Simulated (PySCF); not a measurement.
## How good is the calculation?

Molfile (atoms numbered from 1):
```
C4H9Cl3SeSi
     RDKit          3D

 18 17  0  0  0  0  0  0  0  0999 V2000
   -2.2303   -1.1028   -0.6458 C   0  0  0  0  0  0  0  0  0  0  0  0
   -1.4330   -0.0225    0.0657 C   0  0  0  0  0  0  0  0  0  0  0  0
   -0.3476    0.5806   -0.8122 C   0  0  0  0  0  0  0  0  0  0  0  0
    0.5081    1.6477   -0.1554 C   0  0  0  0  0  0  0  0  0  0  0  0
    1.4531    1.1253    1.5053 Se  0  0  0  0  0  2  0  0  0  0  0  0
    2.6817   -0.5336    0.6408 Si  0  0  0  0  0  4  0  0  0  0  0  0
    1.6426   -2.2888    0.3684 Cl  0  0  0  0  0  0  0  0  0  0  0  0
    4.2174   -0.9252    1.9364 Cl  0  0  0  0  0  0  0  0  0  0  0  0
    3.4364   -0.0166   -1.2005 Cl  0  0  0  0  0  0  0  0  0  0  0  0
   -1.5782   -1.9398   -0.9426 H   0  0  0  0  0  0  0  0  0  0  0  0
   -3.0216   -1.5111    0.0005 H   0  0  0  0  0  0  0  0  0  0  0  0
   -2.7119   -0.7169   -1.5590 H   0  0  0  0  0  0  0  0  0  0  0  0
   -0.9675   -0.4426    0.9731 H   0  0  0  0  0  0  0  0  0  0  0  0
   -2.1071    0.7808    0.4129 H   0  0  0  0  0  0  0  0  0  0  0  0
    0.2967   -0.2221   -1.2097 H   0  0  0  0  0  0  0  0  0  0  0  0
   -0.8103    1.0478   -1.7013 H   0  0  0  0  0  0  0  0  0  0  0  0
    1.2780    2.0269   -0.8411 H   0  0  0  0  0  0  0  0  0  0  0  0
   -0.1000    2.5018    0.1808 H   0  0  0  0  0  0  0  0  0  0  0  0
  1  2  1  0
  2  3  1  0
  3  4  1  0
  4  5  1  0
  5  6  1  0
  6  7  1  0
  6  8  1  0
  6  9  1  0
  1 10  1  0
  1 11  1  0
  1 12  1  0
  2 13  1  0
  2 14  1  0
  3 15  1  0
  3 16  1  0
  4 17  1  0
  4 18  1  0
M  END
```

All values are calculated (PySCF): NMR shieldings at PBE/pcSseg-1/GIAO, PBE0-D3(BJ)/def2-SVP geometry. No solvent model, non-relativistic Hamiltonian, averaged over atoms made equivalent by symmetry, fast rotation or ring inversion, single conformer.

Reference values: measured (solution; U. Herzog, Habilitationsschrift, TU Bergakademie Freiberg, 2002/2003).
```tsv
atoms	quantity	reference	computed
Se5	δ $^{77}$Se vs Me2Se	63.0	60.9
Si6	δ $^{29}$Si vs TMS	-12.1	45.0
```

Computed shifts are σ(ref) − σ with the named reference compound (TMS for H and C) calculated as an isolated molecule at the same level.

Relativistic effects, spin–orbit coupling among them, are left out; they matter for Se and for the light atoms bonded to it.
